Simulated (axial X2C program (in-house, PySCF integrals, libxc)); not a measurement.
Spin–orbit effects down a group: molecules with Nb, PBE0

Computed with an in-house relativistic program for diatomic molecules, spin-free (one-electron X2C) or two-component (2c: spin–orbit coupling with atomic mean-field Coulomb and Gaunt terms, which also bring small scalar terms), in Dyall basis sets with cores contracted in-house; open shells are unrestricted.

Basis sets: As dyall-cv3z, N dyall-av3z, Nb dyall-cv3z, P dyall-v3z.

```
molecule  spin-free state  Re (Å)  ωe (cm⁻¹)  De (eV)  2c state  Re 2c (Å)  ωe 2c (cm⁻¹)  De 2c (eV)
     NbN   M_S = 1, Λ = 2   1.636     1121.1     5.76     Ω = 1      1.636        1120.8         n/a
     NbP   M_S = 1, Λ = 2   2.131      511.4     3.49     Ω = 1      2.132         510.7         n/a
    NbAs   M_S = 1, Λ = 2   2.258      326.5     2.94     Ω = 1      2.259         326.0         n/a
```

Problem. Work out the shifts from the spin-free to the two-component result.

Solution. 

```
molecule  2c state  ΔRe (Å)  Δωe (cm⁻¹)  ΔDe (eV)
     NbN     Ω = 1    0.000        -0.3       n/a
     NbP     Ω = 1    0.001        -0.7       n/a
    NbAs     Ω = 1    0.001        -0.5       n/a
```

Shifts of one unit in the last digit are rounding.

Each entry is the lowest single determinant of a limited PBE0 search at one distance. De goes to single-determinant-based atoms at the same level (for ions the charge split of lowest energy) and is withheld (n/a) where an atom does not fit its ground term or J level. Main or longest-lived isotopes. One determinant is a doubtful description, or other states lie close, for NbN, NbP, NbAs; these need not be ground states, and all values refer to the states named. With several unpaired electrons the Ω given is that of one determinant, not necessarily of the lowest component. The functionals have no current term, which raises determinants with orbital currents.
